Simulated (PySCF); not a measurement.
SMILES [F][Ge]([F])([F])[GeH3] (H3F3Ge2), CAM-B3LYP/def2-SVP optimised geometry.

```
8

F      1.80     0.78     1.39
Ge     1.09     0.06     0.00
F      1.78     0.91    -1.33
F      1.78    -1.52    -0.07
Ge    -1.32     0.06     0.00
H     -1.78     1.52     0.00
H     -1.78    -0.67     1.26
H     -1.77    -0.67    -1.26
```

Density from CAM-B3LYP/def2-TZVP in PySCF 2.14.0 at that geometry.

Minimum of the electron density along straight lines between bonded atoms, close to the bond critical point (lines longer than 1.1 times the sum of covalent radii, or with two minima, are not listed):

| bond | length / Å | ρ at the minimum / e bohr⁻³ | ∇²ρ there / e bohr⁻⁵ | position (fraction from the first atom) |
|---|---|---|---|---|
| F1–Ge2 | 1.720 | 0.149 | 0.86 | 0.52 |
| Ge2–F3 | 1.720 | 0.149 | 0.86 | 0.48 |
| Ge2–F4 | 1.720 | 0.149 | 0.86 | 0.48 |
| Ge2–Ge5 | 2.410 | 0.090 | -0.09 | 0.54 |
| Ge5–H6 | 1.528 | 0.136 | 0.05 | 0.59 |
| Ge5–H7 | 1.528 | 0.137 | 0.05 | 0.59 |
| Ge5–H8 | 1.528 | 0.136 | 0.05 | 0.59 |
